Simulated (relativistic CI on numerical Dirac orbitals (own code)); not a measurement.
# One change at a time: Ta XXXV

Base calculation: Dirac-Coulomb-Breit CI, KLI orbitals optimised for each configuration, model QED, unscaled Slater integrals.

Configurations in the expansion (outside the closed core [Ar] 3d10): 4s2.4p6.4d3, 4s2.4p6.4d2.4f, 4s2.4p5.4d4, 4s.4p6.4d4, 4s.4p6.4d3.4f, 4s2.4p6.4d2.5s, 4s2.4p6.4d.4f.5s, 4s2.4p6.4d2.5p, 4s2.4p6.4d2.5d, 4s2.4p5.4d3.5s, 4s2.4p6.4d.4f2, 4s2.4p6.4f3, 4s.4p6.4d.4f3, 4s2.4p6.4f2.5s, 4s2.4p6.4f2.5p, 4s2.4p6.4d.5s2, 4s2.4p6.4f.5s2, 4s.4p6.4d.4f.5s2, 4s2.4p6.5s2.5p. Double excitations out of closed p, d and f shells are left out; levels of such configurations are missing from the list, as are those of other unlisted configurations, and high levels can miss mixing partners. These lack a partner that the ground configuration has and come out too high: 4s2.4p6.4d2.5d, 4s2.4p5.4d3.5s.

The lowest level and the first level of each name with at least 55 % of one term (blank where a level has no safe partner in the second run):

```csv
Level,Base (cm⁻¹),Shift (cm⁻¹)
4s2.4p6.4d3 4F_3/2,0,0
4s2.4p6.4d3 4F_5/2,110554,+3050
4s2.4p6.4d3 4P_1/2,146032,+2977
4s2.4p6.4d3 4F_7/2,251600,+6130
4s2.4p6.4d3 2P_1/2,286421,+5942
4s2.4p6.4d3 2H_11/2,299359,+7272
4s2.4p6.4d3 2F_7/2,324253,+6498
4s2.4p6.4d3 2D_3/2,374671,+6210
4s2.4p5.4d4 4I°_15/2,1504288,+12171
```

At this charge energies of transitions that change n are usually good to better than 1 %, and those within a shell (Δn = 0) to a few per cent. Terms inside the open d or f shell come out 10 to 20 % too wide with unscaled integrals.

One thing was changed in a second run, which moved the levels as shown. Which?
A. Breit term removed
B. P86 correlation estimate
C. one mean potential for all configurations
D. configuration mixing switched off
E. QED terms removed

A. Breit term removed. The Breit term mainly narrows fine-structure intervals, so removing it widens them.

LS names give the leading component of a level, which can be under half, so a name can repeat, a term be missing and a line seem to break the LS rules.
